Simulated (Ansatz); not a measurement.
MoO3. Total charge 0; singlet. Geometry r2SCAN-D4/def2-TZVP; atoms count from 1.

Cartesian coordinates in Å:
```
Mo -0.191 -0.197 0.323
O 0.619 1.186 0.903
O -1.362 0.265 -0.825
O 0.933 -1.254 -0.401
```

In the def2 sets Mo takes a core potential; there is no spin–orbit coupling. The restricted singlet is unstable towards broken spin symmetry in Hartree–Fock (as tested in another run); at PBE0-D4/def2-TZVP this wasn't settled.

**Question.** Estimate the Mulliken populations from the PBE0/def2-TZVP orbitals of Ansatz.

**Answer.** 
```tsv
atom	charge (e)	d electrons
Mo1	1.69	3.90
O2	-0.56	–
O3	-0.56	–
O4	-0.56	–
```
Mulliken values depend strongly on the basis.

**Question.** And the Mayer bond orders between heavy atoms (over 0.3)?

**Answer.** Mo1–O2 1.81 (1.70 Å); Mo1–O3 1.81 (1.70 Å); Mo1–O4 1.81 (1.70 Å).
